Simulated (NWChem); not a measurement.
AlI$_{2}$F; SMILES [Al]([I])([I])[F]

def2 effective core potentials on I; no spin-orbit coupling.

Question: Give the equilibrium geometry at PBE-D3(BJ)/def2-SVP with def2 effective core potentials on I (NWChem) as a Z-matrix, with the point group.

Answer: point group C2v; any orientation.
```
Al
F 1 1.6727
I 1 2.4586 2 118.60
I 1 2.4586 2 118.60 3 180.00
```
